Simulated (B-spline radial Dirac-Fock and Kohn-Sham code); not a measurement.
Relativistic shifts of the levels of Ag⁴¹⁺

System: the Ag⁴¹⁺ ion in the configuration [He] 2s2 2p2.

Both columns are ΔSCF binding energies of the configuration average from a radial finite-basis atomic code: non-relativistic Hartree-Fock with a point nucleus, and Dirac-Fock with a finite nucleus and the Coulomb interaction alone, averaged over the two j levels with weights 2j+1.

```
shell  Hartree-Fock (eV)  Dirac-Fock (eV)  shift (eV)  shift (%)
   1s            28194.7          29051.4     +856.72      +3.04
   2s             6466.5           6711.8     +245.31      +3.79
   2p             6352.0           6448.9      +96.91      +1.53
```

Relativity binds 1s, 2s, 2p more strongly, among those listed most of all 2s in relative terms.

Values without a named source are computed, but for edge energies of neutral atoms, which are taken from tables.
